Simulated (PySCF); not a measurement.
# RuO4: from structure and modes to constants

All numbers come from PySCF, B3LYP, basis Ru def2-TZVP with ECP28, O def2-TZVP (scalar-relativistic core potentials, no spin–orbit coupling, density fitting).

The singlet minimum has Td symmetry. Masses (u): Ru 101.90435, O 15.99492.

```xyz
5
charge 0 multiplicity 1, angstrom
Ru    0.0000    0.0000    0.0000
O     0.9692    0.9692    0.9692
O    -0.9692    0.9692   -0.9692
O     0.9692   -0.9692   -0.9692
O    -0.9692   -0.9692    0.9692
```

Harmonic wavenumbers (cm⁻¹): 341.9 (e, ×2), 367.0 (t2, ×3), 979.4 (a1, ×1), 994.0 (t2, ×3).

Problem. Find the principal moments of inertia and the rotational constants. What kind of rotor is it?

Solution. About the centre of mass I = 120.21, 120.21, 120.21 u Å². With B = 16.8576/I this gives 0.1402, 0.1402, 0.1402 cm⁻¹. The molecule is a spherical top.

Problem. What is the harmonic zero-point energy?

Solution. Half the sum of all 9 wavenumbers, 5746/2 = 2873 cm⁻¹, which is 34.4 kJ/mol (1 cm⁻¹ = 0.0119627 kJ/mol).

Problem. Give the standard entropy (298.15 K, 1 bar) by its translational, rotational, vibrational and spin parts, and Cp.

Solution. Sackur–Tetrode with M = 165.88 u gives 172.6; rotation with symmetry number 12 gives 87.6; vibration 25.4; spin R ln 1 = 0.0. The total is 285.6 J/(mol K), and Cp = 4 R + 39.1 = 72.4 J/(mol K).

Other isomers or separated fragments may lie lower.
